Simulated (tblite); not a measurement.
CH11N3PSi2 (charge -1).
Structure used (GFN2-xTB), in Å, numbered top down from 1:
```xyz
18
CH11N3PSi2 angstrom
C     -2.7217   -0.7896    0.2833
N     -1.5143   -0.8115    1.0561
Si    -0.0767   -0.1407    0.3413
N     -0.0936   -0.4674   -1.3965
N     -0.4382    1.5851    0.3213
P      1.6703   -0.8619    1.4346
Si     3.0475    0.3873    0.3602
H     -3.5881   -0.9994    0.9219
H     -2.8235    0.2065   -0.1384
H     -2.7217   -1.5061   -0.5496
H     -1.3583   -1.7127    1.4808
H      0.3406   -1.3544   -1.6140
H      0.4038    0.2412   -1.9173
H     -0.9088    1.8654    1.1701
H      0.4054    2.1368    0.2550
H      4.4174    0.1688    0.8392
H      3.1204    0.2053   -1.1096
H      2.8307    1.8536    0.4555
```

Method: GFN2-xTB as coded in tblite; computed harmonic values from a numerical Hessian at the method's own geometry, unscaled. This tight-binding method is rough: wavenumbers can miss measured ones by several per cent, in bad cases by 10 to 20. Modes of hydrogen on silicon can be 10 to 20 % off. One conformer, not necessarily the lowest.

Harmonic wavenumbers (cm⁻¹): 37.6, 63.6, 84.2, 96.0, 115.9, 134.8, 150.0, 153.6, 164.2, 203.8, 248.7, 262.7, 315.0, 503.3, 517.8, 558.1, 598.5, 623.1, 712.8, 746.5, 757.9, 804.8, 806.7, 817.6, 832.6, 867.8, 875.9, 908.5, 1069.3, 1118.2, 1152.5, 1365.6, 1411.3, 1496.3, 1511.4, 1545.8, 1555.0, 1990.7, 2041.3, 2170.0, 2846.9, 2901.3, 3036.9, 3435.7, 3445.7, 3453.3, 3463.1, 3471.8.

A = 2659, B = 868.2, C = 799.1 MHz; mass 152.023 u (most abundant isotopes); point group C1, symmetry number 1.

Q: Zero-point energy?

A: Half the sum of the wavenumbers: 28722 cm⁻¹ = 343.59 kJ/mol.

Q: What is S at 500 K and 1 bar for an ideal gas of classical rigid rotors and harmonic oscillators?

A: Translation 182.26, rotation 130.06, vibration 275.98: S = 588.3 J/(mol K).

Q: And Cp and H(500 K) − H(0)?

A: Cp = 253.86 J/(mol K), of which vibrations give 220.60 (their classical limit is 48 R = 399.1); H(500 K) − H(0) = 81.93 kJ/mol without the zero-point energy, 65.30 from vibrations.

Q: What must be added to the electronic energy to get the Gibbs energy at 500 K and 1 bar?

A: ZPE + [H(500 K) − H(0)] − T·S = 343.59 + 81.93 − 294.15 = 131.37 kJ/mol.

Q: Blend soft modes into free rotors: weight 1/[1 + (100 cm⁻¹/ν̃)⁴] for the oscillator and the rest for a rotor with moment μB/(μ + B), μ = h/(8π²ν), B = 10⁻⁴⁴ kg m². What vibrational entropy results?

A: 252.25 J/(mol K) in place of 275.98, which changes −T·S at 500 K by +11.87 kJ/mol.

Q: How do the functions run with temperature in this model?

A: 
```json
{"T (K)": "100", "S (J/(mol K))": "318.0", "Cp (J/(mol K))": "106.2", "H − H(0) (kJ/mol)": "6.88", "G − H(0) (kJ/mol)": "-24.92", "ln q(vib)": "2.85"}
{"T (K)": "200", "S (J/(mol K))": "405.8", "Cp (J/(mol K))": "150.7", "H − H(0) (kJ/mol)": "19.79", "G − H(0) (kJ/mol)": "-61.36", "ln q(vib)": "7.00"}
{"T (K)": "300", "S (J/(mol K))": "474.8", "Cp (J/(mol K))": "191.5", "H − H(0) (kJ/mol)": "36.94", "G − H(0) (kJ/mol)": "-105.48", "ln q(vib)": "10.77"}
{"T (K)": "800", "S (J/(mol K))": "721.1", "Cp (J/(mol K))": "310.6", "H − H(0) (kJ/mol)": "167.37", "G − H(0) (kJ/mol)": "-409.53", "ln q(vib)": "26.12"}
{"T (K)": "1000", "S (J/(mol K))": "793.3", "Cp (J/(mol K))": "335.8", "H − H(0) (kJ/mol)": "232.13", "G − H(0) (kJ/mol)": "-561.14", "ln q(vib)": "31.15"}
```

q(vib) and H(0) count from the zero-point level.

Hindered rotation and anharmonicity are outside this model. Other conformers, if any are populated, would add a mixing term that is left out. The structure is chiral; the term R ln 2 for an equal mix with its mirror image is left out.
